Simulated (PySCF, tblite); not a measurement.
Species: FH10NSi4.
Z-matrix (Å and degrees, GFN2-xTB geometry), rows numbered from 1:
```
F 
Si  1  1.6203
Si  2  2.2966  1  106.47
N   3  1.7526  2  108.04  1  -166.71
Si  4  1.7413  3  120.36  2    79.97
Si  4  1.7407  3  120.19  2  -106.20
H   2  1.4654  1  101.77  3   124.09
H   2  1.4644  1  101.98  3  -125.18
H   3  1.4720  2  113.77  1    75.05
H   3  1.4734  2  115.25  1   -46.86
H   5  1.4649  4  110.07  3   106.50
H   5  1.4635  4  108.14  3  -133.01
H   5  1.4632  4  107.03  3   -14.03
H   6  1.4607  4  107.85  3   156.77
H   6  1.4630  4  107.09  3    37.56
H   6  1.4651  4  110.02  3   -82.68
```

Theory: PBE0/pcSseg-1 in PySCF (dipole) on a GFN2-xTB geometry, gas phase.

Masses are those of the commonest isotopes; rigid-rotor values at the optimised geometry. The values belong to one conformer with, in the numbering `[F:1][SiH2:2][SiH2:3][N:4]([SiH3:5])[SiH3:6]`, F1–Si2–Si3–N4 -167°, Si2–Si3–N4–Si5 80°.

Q: Give the principal moments of inertia and the rotational constants in cm⁻¹.

A: Ia = 210.31, Ib = 682.18, Ic = 782.26 u·Å²; 505379 MHz·u·Å²/I gives 2403, 740.8 and 646.0 MHz, that is A = 0.08016, B = 0.02471, C = 0.02155 cm⁻¹.

Q: Classify the top.

A: An asymmetric top: κ = (2 × 740.8 − 2403 − 646.0)/(2403 − 646.0) = -0.89.

Q: What does the inertial defect say?

A: Not planar: Δ = Ic − Ia − Ib = -110.23 u·Å². For a rigid frame Δ = −2 Σ m c², so Σ m c² = 55.12 u·Å² lies off the ab plane: 17.17 from hydrogen and 37.95 from heavier atoms. The atom farthest from that plane is 2.10 Å away.

Q: Give the other two planar moments, Paa and Pbb, and the rms extents of the mass along the axes.

A: Paa = Σ m a² = (Ib + Ic − Ia)/2 = 627.07 and Pbb = Σ m b² = (Ia + Ic − Ib)/2 = 155.20 u·Å². With the mass M = 154.99 u, the rms extents √(P/M) along a, b and c are 2.01, 1.00, 0.60 Å.

Q: Give the coordinates in the principal-axis frame, origin at the centre of mass.

A: The sense of each axis is arbitrary; atoms in the order of the calculation.
```tsv
atom	mass (u)	a (Å)	b (Å)	c (Å)
F1	18.998	3.444	-0.012	0.158
Si2	27.977	2.046	0.010	-0.660
Si3	27.977	0.388	0.348	0.893
N4	14.003	-1.151	0.002	0.129
Si5	27.977	-1.692	-1.643	-0.055
Si6	27.977	-2.223	1.301	-0.308
H7	1.008	2.291	1.068	-1.643
H8	1.008	2.092	-1.267	-1.375
H9	1.008	0.312	1.733	1.388
H10	1.008	0.475	-0.494	2.099
H11	1.008	-2.772	-1.926	0.893
H12	1.008	-2.165	-1.816	-1.429
H13	1.008	-0.537	-2.505	0.200
H14	1.008	-3.101	0.819	-1.371
H15	1.008	-1.390	2.405	-0.785
H16	1.008	-3.010	1.716	0.857
```

Q: List the rotational levels J(Ka,Kc) to J = 3 (K).

A: Above 0(0,0), as E/k:
J = 1: 1(0,1) 0.067, 1(1,1) 0.146, 1(1,0) 0.151
J = 2: 2(0,2) 0.199, 2(1,2) 0.275, 2(1,1) 0.289, 2(2,1) 0.528, 2(2,0) 0.528
J = 3: 3(0,3) 0.398, 3(1,3) 0.468, 3(1,2) 0.495, 3(2,2) 0.728, 3(2,1) 0.728, 3(3,1) 1.138, 3(3,0) 1.138
Those of J = 1 are B + C, A + C and A + B.

Q: Which lines would a microwave search look for?

A: The dipole components are |μa| = 1.95 D, |μb| = 0.03 D, |μc| = 0.51 D. Intensities carry the squares of the components, which stand as 1.00 : 0.00 : 0.07 (a : b : c). Some lines, for components of 0.1 D or more:

| type | branch | J(Ka,Kc) | MHz | lower level (cm⁻¹) |
| --- | --- | --- | --- | --- |
| a | Q | 3(1,2) ← 3(1,3) | 569 | 0.325 |
| a | R | 1(0,1) ← 0(0,0) | 1387 | 0.000 |
| c | Q | 3(1,3) ← 3(0,3) | 1442 | 0.277 |
| c | Q | 2(1,2) ← 2(0,2) | 1571 | 0.139 |
| c | Q | 1(1,1) ← 1(0,1) | 1662 | 0.046 |
| a | R | 2(1,2) ← 1(1,1) | 2679 | 0.102 |
| a | R | 2(0,2) ← 1(0,1) | 2770 | 0.046 |
| c | R | 1(1,0) ← 0(0,0) | 3144 | 0.000 |
| a | R | 3(1,3) ← 2(1,2) | 4016 | 0.191 |
| a | R | 3(2,1) ← 2(2,0) | 4176 | 0.367 |
| a | R | 3(1,2) ← 2(1,1) | 4300 | 0.201 |
| c | R | 2(1,1) ← 1(0,1) | 4625 | 0.046 |
| c | Q | 3(2,2) ← 3(1,2) | 4847 | 0.344 |
| c | R | 3(1,2) ← 2(0,2) | 6156 | 0.139 |
| c | Q | 3(3,1) ← 3(2,1) | 8531 | 0.506 |
| c | R | 3(3,1) ← 2(2,1) | 12711 | 0.367 |

Its lowest GFN2-xTB frequency is 14 cm⁻¹, too small to tell a flat minimum from a shallow saddle. Zero-point vibration and centrifugal distortion are left out. A rigid rotor knows nothing of internal rotation, which can split or shift real lines. Quadrupole hyperfine structure (14N) is left out.

Hardware: Arm Neoverse V1, one thread, shared host with 32 logical CPUs at a one-minute load of 11. Cost: 32 s of wall time (with the writing of density and orbital grids), 0.82 GiB resident at most. This is the PBE0/pcSseg-1 job that gave the dipole, with the shieldings it also computed.
